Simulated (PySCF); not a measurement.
Molecule: Methyltrichlorosilane, CH3Cl3Si.

Molfile (atoms numbered from 1):
```
CH3Cl3Si
     RDKit          3D

  8  7  0  0  0  0  0  0  0  0999 V2000
   -0.9978   -0.3168    0.0912 C   0  0  0  0  0  0  0  0  0  0  0  0
    0.7534    0.2430   -0.0798 Si  0  0  0  0  0  4  0  0  0  0  0  0
    1.6709   -0.7253   -1.6387 Cl  0  0  0  0  0  0  0  0  0  0  0  0
    0.8481    2.2629   -0.4367 Cl  0  0  0  0  0  0  0  0  0  0  0  0
    1.8084   -0.1503    1.6358 Cl  0  0  0  0  0  0  0  0  0  0  0  0
   -1.0352   -1.4127    0.1814 H   0  0  0  0  0  0  0  0  0  0  0  0
   -1.4500    0.1302    0.9889 H   0  0  0  0  0  0  0  0  0  0  0  0
   -1.5798   -0.0122   -0.7912 H   0  0  0  0  0  0  0  0  0  0  0  0
  1  2  1  0
  2  3  1  0
  2  4  1  0
  2  5  1  0
  1  6  1  0
  1  7  1  0
  1  8  1  0
M  END
```

Geometry PBE0-D3(BJ)/def2-SVP throughout; GIAO in PySCF 2.14, gas phase, one conformer, non-relativistic; equivalent atoms averaged; functional PBE0.

For orientation, pcSseg-2 gives these absolute shieldings σ: C1 172.8, Si2 308.3, Cl3/Cl4/Cl5 800.8, H6/H7/H8 30.39 ppm.

A run gave: C1 184.0, Si2 388.4, Cl3/Cl4/Cl5 829.3, H6/H7/H8 30.31 ppm (absolute shieldings σ).

**Question.** Which basis set was used in that run?
A. def2-SVP
B. 6-311+G(2d,p)
C. 6-31G*
D. IGLO-III
E. aug-cc-pVDZ

**Answer.** E. Si2 tells them apart best: aug-cc-pVDZ gives 388.4, 6-311+G(2d,p) gives 309.0, def2-SVP gives 361.1, IGLO-III gives 316.6, 6-31G* gives 359.3 ppm.
